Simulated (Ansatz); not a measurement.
Molecule: dibromo(dimethoxy)germane, C₂H₆Br₂GeO₂ (charge 0, singlet). 
Coordinates optimised at B3LYP-D3(BJ)/def2-TZVP (Ansatz, an electronic-structure program):
```xyz
13

C     -2.0802     1.8702     0.2401
O     -0.6711     1.7957     0.4508
Ge     0.2097     0.2941     0.1872
Br    -0.4711    -1.3462     1.6418
Br    -0.1204    -0.3889    -2.0053
O      1.9042     0.6086     0.5057
C      2.5956     1.5984    -0.2631
H     -2.3418     1.6294    -0.7934
H     -2.3779     2.8964     0.4520
H     -2.6178     1.1979     0.9137
H      2.5985     1.3446    -1.3262
H      2.1512     2.5867    -0.1278
H      3.6223     1.6130     0.1000
```
Charge 0, spin multiplicity 1.

Wanted: atomisation energy (electronic, to ground-state atoms), in kcal/mol. Valence correlation only, unless marked. Open shells are spin-unrestricted. Spin-orbit coupling is left out. Frozen are the shells of the preceding noble gas and the d and f shells that filled before the atom's block. No relativistic terms. The coupled-cluster limit lacks core correlation, which all-electron functionals hold. Basis-set limits of correlation are two-point, X^-3; Hartree-Fock from the larger set.

```json
[
 {"level": "HF/aug-cc-pVTZ", "program": "Ansatz", "atomisation energy (kcal/mol)": "782.5"}
]
```

### Question
Estimate the value at CCSD(T)/CBS(cc-pVTZ,cc-pVQZ) as computed with Ansatz.

### Answer
1115.1 kcal/mol
